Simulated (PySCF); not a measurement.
**trans-[OsO2Cl4]2-: 2 charge schemes on one density**

trans-[OsO2Cl4]2- (charge -2 and singlet state).
Cartesian coordinates in Å at the PBE0-D3(BJ)/def2-SVP level; atoms count from 1:
```
atom  x, y, z in Å
Os1   -0.0002   -0.0002    0.0001
O2    -0.0155   -0.0060    1.7283
O3     0.0149    0.0056   -1.7280
Cl4    2.4364    0.0056    0.0206
Cl5   -2.4365   -0.0047   -0.0213
Cl6    0.0002    2.4364    0.0089
Cl7    0.0006   -2.4367   -0.0086
```

Density: PBE0/pcSseg-1 (def2-TZVP on Os) (PySCF); schemes: Mulliken and ESP-fitted. Whether so highly charged an anion holds all its electrons in the gas phase wasn't checked; a finite basis holds them in any case. The ion is multiply charged and computed without counter-ions or solvent. Atoms past krypton carry effective core potentials; spin–orbit coupling is left out. The pcSseg-1 basis has no diffuse functions, a weakness for an anion. The HOMO energy is positive at this level (+1.13 eV), so the outermost electrons may be held by the finite basis alone.

For which atoms does the sign change between the 2 schemes (beyond +0.03 e in one, beyond −0.03 e in another)?

For none.

Which atoms carry the highest charge in the Mulliken and ESP-fitted schemes?

All schemes agree: Mulliken Os1 (+0.955); ESP-fitted Os1 (+0.908).

Do the Mulliken and ESP-fitted schemes agree on where the charge is lowest?

All schemes agree: Mulliken Cl4, Cl5, Cl6 and Cl7 (-0.534); ESP-fitted Cl4, Cl5, Cl6 and Cl7 (-0.516).

What partial charge does each atom carry?

In e:

```
atom                    environment  Mulliken  ESP-fitted
 Os1  osmium bonded to 4 Cl and 2 O    +0.955      +0.908
  O2            oxygen bonded to Os    -0.409      -0.422
  O3            oxygen bonded to Os    -0.409      -0.422
 Cl4          chlorine bonded to Os    -0.534      -0.516
 Cl5          chlorine bonded to Os    -0.534      -0.516
 Cl6          chlorine bonded to Os    -0.534      -0.516
 Cl7          chlorine bonded to Os    -0.534      -0.516
```

Mean size of the charges over all atoms: Mulliken 0.559 e, ESP-fitted 0.545 e. Each set sums to the total charge, -2, to within 0.001 e. The Mulliken scheme gives each basis function's population to the atom it is centred on and halves the overlap population of two atoms between them.

Sum the charges by element, for elements with more than one atom.

| element | atoms | Mulliken | ESP-fitted |
| --- | --- | --- | --- |
| O | 2 | -0.818 | -0.844 |
| Cl | 4 | -2.137 | -2.064 |

How many electrons does the ESP-fitted scheme count on Cl5?

Z − q = 17 − (-0.516) = 17.516.

The run behind these numbers computed NMR shieldings as well. Time: 42 s. Hardware: Arm Neoverse V1, one thread, shared host.
